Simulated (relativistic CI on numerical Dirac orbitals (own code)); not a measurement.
# Transition arrays of Sn XI

Calculated at this level of theory: Dirac-Coulomb-Breit CI, separate exchange-only KLI orbitals for each configuration, model QED (radiative potential, 1s self-energy scaled to tabulated hydrogen-like ionisation energies), valence Slater integrals scaled by 0.9, whole transition arrays (own radial code, finite nucleus).

CI space (outside the closed core [Ar] 3d10 4s2): 4p⁶4d⁴, 4p⁶4d³4f, 4p⁵4d⁵, 4p⁶4d³5p, 4p⁶4d³5f. Levels of other configurations are missing.

All E1 lines from the levels of 4p⁶4d⁴; mean and standard deviation are weighted by gf, and upper levels are sorted by their leading configuration.

| Upper configuration | Lines | Σgf | Mean (eV) | Mean (nm) | σ (eV) | Strongest line (nm) |
| --- | --- | --- | --- | --- | --- | --- |
| 4p⁶4d³4f | 2550 | 874.8 | 91.36 | 13.571 | 2.72 | 13.601 |
| 4p⁵4d⁵ | 3308 | 966.4 | 93.27 | 13.293 | 3.42 | 13.086 |
| 4p⁶4d³5p | 1930 | 110.4 | 77.53 | 15.993 | 2.00 | 16.006 |
| 4p⁶4d³5f | 2825 | 16.9 | 127.95 | 9.690 | 2.39 | 9.565 |

Σgf per state of the lower configuration in bins of 0.1 nm over the central range (centre: value): 12.45: 0.02, 12.55: 0.06, 12.65: 0.07, 12.75: 0.11, 12.85: 0.16, 12.95: 0.27, 13.05: 0.60, 13.15: 0.77, 13.25: 0.91, 13.35: 1.17, 13.45: 1.41, 13.55: 1.63, 13.65: 0.86, 13.75: 0.16, 13.85: 0.08, 13.95: 0.09, 14.05: 0.05, 14.15: 0.04, 14.25: 0.04, 15.35: 0.02, 15.45: 0.02, 15.55: 0.03, 15.65: 0.03, 15.75: 0.07, 15.85: 0.07, 15.95: 0.07, 16.05: 0.10, 16.15: 0.07.

(1) How do configuration mixing and the scaling of the Slater integrals move the arrays?

## Answers

(1) Slater scale 0.9, no configuration mixing: 4p⁶4d³4f 84.4 ± 3.8 eV (Σgf 917.4), 4p⁵4d⁵ 85.5 ± 6.8 eV (Σgf 765.7), 4p⁶4d³5p 77.3 ± 1.9 eV (Σgf 123.2), 4p⁶4d³5f 128.3 ± 2.1 eV (Σgf 2.1); Slater scale 1: 4p⁶4d³4f 93.0 ± 2.9 eV (Σgf 863.6), 4p⁵4d⁵ 95.1 ± 3.7 eV (Σgf 1012.8), 4p⁶4d³5p 77.6 ± 2.3 eV (Σgf 107.2), 4p⁶4d³5f 127.9 ± 2.7 eV (Σgf 22.0); Slater scale 0.8: 4p⁶4d³4f 89.6 ± 2.6 eV (Σgf 876.0), 4p⁵4d⁵ 91.4 ± 3.2 eV (Σgf 930.7), 4p⁶4d³5p 77.8 ± 2.7 eV (Σgf 111.8), 4p⁶4d³5f 128.0 ± 2.1 eV (Σgf 12.9). With mixing, levels are counted to their leading configuration, so an array can shrink or vanish into another, and the sums then hold other lines.
